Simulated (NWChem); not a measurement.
Plane-wave run on C (space group Fd-3m)

```
CELL_PARAMETERS angstrom
      0.00000     1.78500     1.78500
      1.78500     0.00000     1.78500
      1.78500     1.78500     0.00000
ATOMIC_POSITIONS crystal
  C  0.00000 0.00000 0.00000
  C  0.25000 0.25000 0.25000
```

All runs are NWChem calculations. Origin of the cell: lattice from a package's table, not relaxed.

Norm-conserving pseudopotentials with valence charges C 4, fixed occupations, no spin-orbit coupling, density cut at twice the wavefunction cutoff.

Level: revPBE, Troullier-Martins, cutoff 35 Ha, density from a 6×6×6 mesh. Bands run along Γ–X–U|K–Γ–L–W–X with k in units of the cell's reciprocal vectors.

Question: Give the band energies at the labelled points, in eV from the valence-band top.

Answer: 
```
point                  k  band 1  band 2  band 3  band 4  band 5  band 6
-----  -----------------  ------  ------  ------  ------  ------  ------
Γ      0.000 0.000 0.000  -21.43    0.00    0.00    0.00    5.63    5.63
X      0.500 0.000 0.500  -12.72  -12.72   -6.27   -6.27    4.91    4.91
U      0.625 0.250 0.625  -12.95  -11.69   -9.23   -5.34    5.82   10.85
K      0.375 0.375 0.750  -12.95  -11.69   -9.23   -5.34    5.82   10.85
L      0.500 0.500 0.500  -15.68  -13.28   -2.80   -2.80    8.53    8.53
W      0.500 0.250 0.750  -11.95  -11.95   -8.25   -8.25   10.77   10.77
```
Bands up to 4 are filled.
